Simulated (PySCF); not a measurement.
C4H6O3, SMILES O1COC1(C)C=O.

Geometry: B3LYP-D3(BJ)/def2-SVP. The structure was generated by enumeration, and PubChem lists no compound with its InChIKey, so it may never have been made. Other conformers were not sampled.

Computed with PySCF with SMD-B3LYP/def2-SVP.

Solvation free energies are E(SMD) − E(gas) at the gas-phase geometry, for 1 M in both phases. In vacuum the dipole moment is 2.11 D.

```json
[
 {"solvent": "water", "ΔG(solv) (kcal/mol)": "-5.1", "its non-electrostatic (CDS) part": "4.2", "dipole (D)": "2.86"},
 {"solvent": "cyclohexanone", "ΔG(solv) (kcal/mol)": "-5.7", "its non-electrostatic (CDS) part": "-1.4", "dipole (D)": "2.56"},
 {"solvent": "ethanol", "ΔG(solv) (kcal/mol)": "-5.3", "its non-electrostatic (CDS) part": "2.9", "dipole (D)": "2.78"}
]
```
